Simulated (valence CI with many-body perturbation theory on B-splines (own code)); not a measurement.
The numbers below are computed, except where a source is named.
Ladder of approximations for K¹²⁺

Method: configuration interaction combined with many-body perturbation theory (CI+MBPT): five valence electrons over a frozen Dirac-Fock core [He], a basis of 9 s, 9 p, 8 d, 6 f, 3 g, 1 h functions for each j, with the one-electron correlation potential Σ1, the two-electron term Σ2, the three-electron term Σ3, Breit, model QED; selected CI, second order for the rest, scaled by the run's own slope (own B-spline code, finite nucleus).

No measured levels were compared; by estimate levels of excited configurations hold to 0.05 to 0.15 % of their energy, terms of the ground configuration to about 0.5 %. Among the levels kept, up to 2400 cm⁻¹ of a level comes from second order outside the variational space, and about a tenth of that is noise between levels of different J, which matters for small intervals.

Each rung adds one term. CI alone is the Dirac-Coulomb CI over the frozen core; QED comes last and gives the full result, which names the levels. Energies are above 2s2 2p3 4S°_3/2 on the same rung, in eV.

Names give the largest LS component (configuration and term), which can be under half, so a name can repeat, a term be missing and a line seem to break the LS rules; names also repeat where a configuration has a term twice. Letters in brackets count levels of one name in rising energy.

| Level | CI alone | + Σ1 | + Σ2 | + Σ3 | + Breit | Full |
| --- | --- | --- | --- | --- | --- | --- |
| 2s2 2p3 2D°_3/2 | 12.43 | 12.43 | 12.48 | 12.44 | 12.51 | 12.51 |
| 2s2 2p3 2D°_5/2 | 13.23 | 13.24 | 13.29 | 13.25 | 13.14 | 13.15 |
| 2s2 2p3 2P°_1/2 | 19.90 | 19.90 | 20.00 | 19.95 | 19.97 | 19.97 |
| 2s2 2p3 2P°_3/2 | 20.91 | 20.91 | 21.00 | 20.95 | 20.89 | 20.89 |
| 2s 2p4 4P_5/2 | 59.93 | 59.79 | 59.74 | 59.69 | 59.72 | 59.59 |
| 2s 2p4 4P_3/2 | 61.87 | 61.74 | 61.68 | 61.64 | 61.67 | 61.54 |
| 2s 2p4 4P_1/2 | 62.83 | 62.70 | 62.65 | 62.61 | 62.59 | 62.47 |
| 2s 2p4 2D_3/2 | 82.54 | 82.41 | 82.31 | 82.21 | 82.23 | 82.11 |
| 2s 2p4 2D_5/2 | 82.73 | 82.60 | 82.50 | 82.40 | 82.37 | 82.24 |
| 2s 2p4 2S_1/2 | 95.85 | 95.72 | 95.64 | 95.52 | 95.65 | 95.52 |
| 2s 2p4 2P_3/2 | 100.16 | 100.03 | 99.73 | 99.56 | 99.59 | 99.46 |
| 2s 2p4 2P_1/2 | 102.81 | 102.68 | 102.40 | 102.24 | 102.20 | 102.08 |
| 2p5 2P°_3/2 | 156.79 | 156.53 | 156.16 | 155.98 | 156.11 | 155.86 |
| 2p5 2P°_1/2 | 160.04 | 159.79 | 159.42 | 159.24 | 159.24 | 159.00 |
| 2s2 2p2 3s 4P_1/2 | 408.75 | 408.97 | 409.02 | 408.93 | 408.87 | 408.91 |
| 2s2 2p2 3s 4P_3/2 | 410.24 | 410.45 | 410.50 | 410.41 | 410.29 | 410.32 |
| 2s2 2p2 3s 4P_5/2 | 412.04 | 412.26 | 412.32 | 412.23 | 411.94 | 411.98 |
| 2s2 2p2 3s 2P_1/2 | 413.27 | 413.49 | 413.50 | 413.42 | 413.31 | 413.35 |
| 2s2 2p2 3s 2P_3/2 | 415.36 | 415.58 | 415.60 | 415.51 | 415.26 | 415.30 |
| 2s2 2p2 3s 2D_5/2 | 421.54 | 421.76 | 421.83 | 421.72 | 421.46 | 421.50 |
| 2s2 2p2 3s 2D_3/2 | 421.69 | 421.92 | 421.98 | 421.87 | 421.61 | 421.65 |
| 2s2 2p2 3p 2S°_1/2 | 424.78 | 424.97 | 425.00 | 424.91 | 424.84 | 424.84 |
| 2s2 2p2 3p 4D°_1/2 | 425.95 | 426.15 | 426.17 | 426.08 | 426.01 | 426.01 |
| 2s2 2p2 3p 4D°_3/2 | 426.43 | 426.62 | 426.65 | 426.56 | 426.50 | 426.50 |
| 2s2 2p2 3p 4D°_5/2 | 427.82 | 428.01 | 428.03 | 427.95 | 427.80 | 427.81 |
| 2s2 2p2 3p 4P°_3/2 | 428.64 | 428.83 | 428.86 | 428.77 | 428.63 | 428.63 |
| 2s2 2p2 3p 4P°_1/2 | 428.71 | 428.90 | 428.92 | 428.83 | 428.69 | 428.70 |
| 2s2 2p2 3p 4D°_7/2 | 429.50 | 429.70 | 429.72 | 429.63 | 429.34 | 429.35 |
| 2s2 2p2 3p 4P°_5/2 | 429.73 | 429.93 | 429.96 | 429.87 | 429.63 | 429.64 |
| 2s2 2p2 3p 2D°_3/2 [a] | 430.57 | 430.77 | 430.80 | 430.70 | 430.56 | 430.56 |
| 2s2 2p2 3s 2S_1/2 | 431.90 | 432.12 | 432.27 | 432.13 | 431.97 | 432.01 |

(1) How does the ionisation energy move along the ladder, and which term matters most?

Answers

(1) CI alone 714.22, + Σ1 714.46, + Σ2 714.49, + Σ3 714.40, + Breit 714.31, + QED 714.32 eV. The largest step is Σ1, 0.24 eV. NIST lists 714.7 ± 0.5 eV (semi-empirical).
